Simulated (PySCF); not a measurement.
Zr(Cl)2(SH)2 (Cl2H2S2Zr), SMILES [Cl][Zr]([SH])([SH])[Cl], multiplicity 1.

Geometry optimised at PBE0-D3(BJ)/def2-SVP. The multiplicity is an assumed one; no other spin state was optimised. The structure was generated by enumeration; whether it is a known compound was not checked. The def2 effective core potentials stand for the cores of Zr; spin–orbit coupling is left out. The values are those of a single conformer.

Two levels are set side by side: TDA-PBE/def2-SVPD (PySCF) and TDA-LC-ωPBE/def2-SVPD (PySCF). Vertical, same geometry. The lowest singlet is HOMO→LUMO 77 %, HOMO→LUMO+1 21 % with PBE and HOMO→LUMO 66 %, HOMO→LUMO+1 26 % with the other functional; states are paired by order. Differences are taken from unrounded values.

```tsv
quantity	TDA-LC-ωPBE
lowest singlet excitation (eV)	4.72
lowest triplet excitation (TDA) (eV)	4.37
```

Task: What does TDA-PBE give, and how far is it from TDA-LC-ωPBE? (Estimate from the structure and the level; the computed values follow.)

Result: 
```json
[
 {"quantity": "lowest singlet excitation (eV)", "TDA-PBE": "3.59", "TDA-PBE minus TDA-LC-ωPBE": "-1.12"},
 {"quantity": "lowest triplet excitation (TDA) (eV)", "TDA-PBE": "3.39", "TDA-PBE minus TDA-LC-ωPBE": "-0.98"}
]
```

A lower first singlet is the usual sign of a functional without exact exchange. Differences between two approximate levels are no errors against the true value.

Rough cost on one machine, each run with all the roots and properties that it gave: TDA-LC-ωPBE against TDA-PBE about 4 times.
